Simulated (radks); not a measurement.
Species: Nb34+. Configuration: [He] 2s2 2p3. All-electron calculation, Dirac Kohn-Sham, PBE, spin-unpolarised, spherical densities, finite nucleus; open shells fill j = l - 1/2 first; Fermi nuclear charge, rms radius 4.324 fm. Program: a radial shooting solver on a logarithmic mesh with Libxc functionals.

Spin-orbit splittings of the eigenvalues, e(l+1/2) - e(l-1/2), with zeta = 2 splitting/(2l+1) and mean radii in bohr:

| shell | occ. | splitting (eV) | zeta (eV) | <r> j=l-1/2 | <r> j=l+1/2 |
|---|---|---|---|---|---|
| 2p | 3 | 107.8 | 71.87 | 0.1273 | 0.1313 |
| 3p | 0 | 29.38 | 19.59 | 0.3349 | 0.3406 |
